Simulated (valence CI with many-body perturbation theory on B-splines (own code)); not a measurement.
## Which ion has this spectrum?

A relativistic CI+MBPT calculation for an atom or ion with 23 electrons gives these levels (cm⁻¹):

```csv
J,Parity,E,g
5/2,even,0,1.30
5/2,even,373549,1.33
7/2,even,464383,1.16
11/2,even,475113,1.10
3/2,even,477524,1.16
9/2,even,515980,1.13
5/2,even,542813,1.13
1/2,even,566981,1.81
7/2,even,578689,1.08
3/2,even,701781,0.80
5/2,even,831054,1.29
7/2,even,895810,1.21
11/2,even,900081,1.09
9/2,even,915560,1.14
```

The energies are calculated, and their last digits are not significant.

Which is it?
A. Ta50+
B. W51+
C. Lu48+
D. Hf49+

C. Lu48+, ground level (3d3/2^4 3d5/2) J=5/2.
